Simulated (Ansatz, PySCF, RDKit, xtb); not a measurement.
Dimer: CH5N (SMILES CN) (first 7 atoms) with CH6Si (SMILES C[SiH3]); geometry from B3LYP-D3(BJ)/def2-TZVP.
(charge 0, multiplicity 1):
```xyz
15

C     -0.9787     0.2707     0.0891
N      0.4280     0.1575     0.4703
H     -1.2348    -0.5492    -0.5836
H     -1.1271     1.2007    -0.4617
H     -1.6881     0.2560     0.9270
H      0.5962    -0.7062     0.9716
H      0.6962     0.9170     1.0842
C      1.4717    -0.1681     4.2138
Si    -0.3894    -0.0408     4.0138
H      1.7447    -1.1060     4.7012
H      1.8515     0.6517     4.8263
H      1.9803    -0.1304     3.2491
H     -0.9086    -1.1581     3.1886
H     -0.7630     1.2350     3.3567
H     -1.0533    -0.0935     5.3391
```

Counterpoise-corrected where a basis set is named; no monomer relaxation. RDKit's UFF carries no charges.

Rows in 6-31G* carry no dispersion term and start afresh at each structure (6-31G* with six Cartesian d functions).

Run with Ansatz (a quantum-chemistry and plane-wave program) with Gaussian orbitals; PySCF for 6-31G* rows; RDKit for the force fields; xtb for the GFN methods. Each number belongs to the level named beside it.

**Question.** One of these levels gives -102.7 meV for the interaction energy. Name it.
A) HF/aug-cc-pV(D+d)Z
B) UFF
C) B3LYP/6-31G*
D) GFN1-xTB

**Answer.** D, GFN1-xTB. The others give -76.3 (UFF), 64.4 (HF/aug-cc-pV(D+d)Z), 45.3 (B3LYP/6-31G*)
